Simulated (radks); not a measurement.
The numbers below are computed, except where a source is named.
Cu II, 28 electrons, occupied as [Ar] 3d10. Level of theory: non-relativistic Kohn-Sham, PBEsol, spin-unpolarised, spherical densities, point nucleus (a radial shooting solver on a logarithmic mesh with Libxc functionals).

Radial electron density D(r) = 4 pi r^2 rho(r):

r (bohr),D(r) (e/bohr)
0.004107,2.774
0.005221,4.202
0.00669,6.337
0.008573,9.332
0.0109,13.19
0.01397,18.14
0.0179,23.77
0.02293,29.30
0.02916,33.37
0.03736,34.97
0.04788,33.39
0.06135,29.93
0.07799,27.83
0.09995,29.97
0.1281,35.86
0.1641,39.88
0.2086,36.35
0.2674,26.30
0.3426,18.55
0.4356,18.78
0.5582,22.22
0.7153,21.01
0.9166,14.65
1.165,8.088
1.493,3.713
1.913,1.556
2.452,0.5859
3.117,0.1870
3.994,0.04180

D(r) has 3 maxima, at r = 0.0374, 0.168, 0.605 bohr, and minima at 0.0793, 0.380 bohr, inside which lie 2.10, 10.88 electrons.
